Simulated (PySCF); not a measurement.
C₄H₆. Atoms are numbered in the order given.

```xyz
10

C     -0.2629    -1.9673     0.0000
C      0.1616    -0.8327     0.0000
C      0.6455     0.5478     0.0000
C     -0.4844     1.5885     0.0000
H     -0.6329    -2.9748     0.0000
H      1.2941     0.6993     0.8810
H      1.2941     0.6993    -0.8810
H     -0.0693     2.6082     0.0000
H     -1.1227     1.4752    -0.8894
H     -1.1227     1.4752     0.8894
```
Charge 0, spin multiplicity 1.

Geometry: B3LYP-D3(BJ)/def2-SVP.

Calculation: SMD-PBE0/6-31G* (PySCF).

Solvation free energies are E(SMD) − E(gas) at the gas-phase geometry, for 1 M in both phases. In vacuum the dipole moment is 0.70 D.

Computed solvation free energies in water, tetrahydrofuran, diethylether:
```
solvent          ΔG(solv) (kcal/mol)  its non-electrostatic (CDS) part  dipole (D)
---------------  -------------------  --------------------------------  ----------
water                           -0.5                               4.0        1.01
tetrahydrofuran                 -3.5                               0.1        0.95
diethylether                    -3.7                              -0.6        0.91
```
